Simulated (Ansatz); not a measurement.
Ansatz results at the PBE0-D4/def2-TZVP geometry: LUMO energy (PBE/def2-TZVPP) 0.43 eV; HOMO energy (PBE0/def2-TZVPP) -8.31 eV; size of the dipole moment (PBE/def2-TZVPP) 1.68 D.

Each molecule was computed in one conformer, which needn't be the lowest.

(1) Which molecule gave them?
A. `CC(F)F`
B. `CCCOCF`
C. `C=C(F)/C(F)=C/F`
D. `F/C(=C(\F)C(F)(F)F)C(F)(F)F`

Answers

(1) B. The others give `CC(F)F`: 0.71, -9.65, 2.05; `C=C(F)/C(F)=C/F`: -2.04, -7.16, 0.94; `F/C(=C(\F)C(F)(F)F)C(F)(F)F`: -2.44, -8.85, 0.41.
